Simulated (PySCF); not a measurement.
Computed shifts of a molecule CH4ClFOSi, PySCF with PBE/pcSseg-1, GIAO, gas phase, atoms alike by connectivity averaged where their shifts nearly agree, in ppm (number of nuclei): ²⁹Si: -26.2 (1). ¹⁹F: -150.6 (1). ¹³C: 56.9 (1). ¹H: 5.62 (1), 4.22 (3). References: ²⁹Si against TMS (σ = 335.4 ppm); ¹⁹F against CFCl3 (σ = 133.6 ppm); ³⁵Cl against HCl (σ = 936.5 ppm); ¹⁷O against H2O (σ = 334.3 ppm); ¹³C against TMS (σ = 182.0 ppm); ¹H against TMS (σ = 31.49 ppm), references at their B3LYP-D3(BJ)/def2-TZVP geometries, non-relativistic (without spin–orbit terms, shifts of atoms bonded to Cl or Br come out too high). Geometry: B3LYP-D3(BJ)/def2-SVP. Other conformers were not sampled.

Which structure fits?
A) O[Si@@H](Cl)CF
B) C[Si@](O)(F)Cl
C) OC[Si@@H](F)Cl
D) CO[SiH](F)Cl

D, CO[SiH](F)Cl
